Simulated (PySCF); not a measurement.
## Orbital picture of NaSe

MN15 at R = 2.608 Å; PySCF, no relativity, basis sets Na def2-TZVPP, Se def2-TZVPP. State: ²Π (doublet), unpaired electrons π ↑. Only the outer orbitals are listed, counted within each symmetry.

```csv
spin,orbital,occ.,ε (eV),on Na (%),main shells (%)
α,4π,1,-33.88,100,100 Na p
α,4π,1,-33.87,100,100 Na p
α,9σ,1,-33.82,100,100 Na p
α,10σ,1,-16.75,4,96 Se s
α,5π,1,-6.86,3,97 Se p
α,11σ,1,-6.34,9,91 Se p
α,5π,1,-5.84,4,96 Se p
α,12σ,0,-0.64,97,"86 Na s, 10 Na p"
α,6π,0,0.94,100,100 Na p
α,6π,0,1.05,99,99 Na p
β,4π,1,-33.88,100,100 Na p
β,4π,1,-33.87,100,100 Na p
β,9σ,1,-33.82,100,100 Na p
β,10σ,1,-15.58,6,94 Se s
β,11σ,1,-5.94,11,"89 Se p, 9 Na s"
β,5π,1,-5.45,5,95 Se p
β,5π,0,-1.74,12,"88 Se p, 10 Na p"
β,12σ,0,-0.78,96,"82 Na s, 14 Na p"
β,6π,0,0.92,99,98 Na p
```

Q: Which are the highest filled and the lowest empty level, where do they sit, and how wide is the gap?

A: Highest filled β 5π at -5.45 eV (in %: 95 Se p); lowest empty β 5π at -1.74 eV (in %: 88 Se p, 10 Na p); the gap at MN15 is 3.71 eV. Both belong to one degenerate shell, split only by its one-sided filling, so this is no excitation gap.

* bond order (Mayer): 0.75
* ⟨S²⟩: 0.755
* charge on Na (Mulliken, basis-dependent): 0.59
* charge on Na (Löwdin, basis-dependent): 0.20
* dipole moment (positive dipole means Na(−)Se(+)): -8.74 D

Spin–orbit coupling is left out. The state is the lowest determinant that a PBE0 search found; another state may lie lower at other levels.
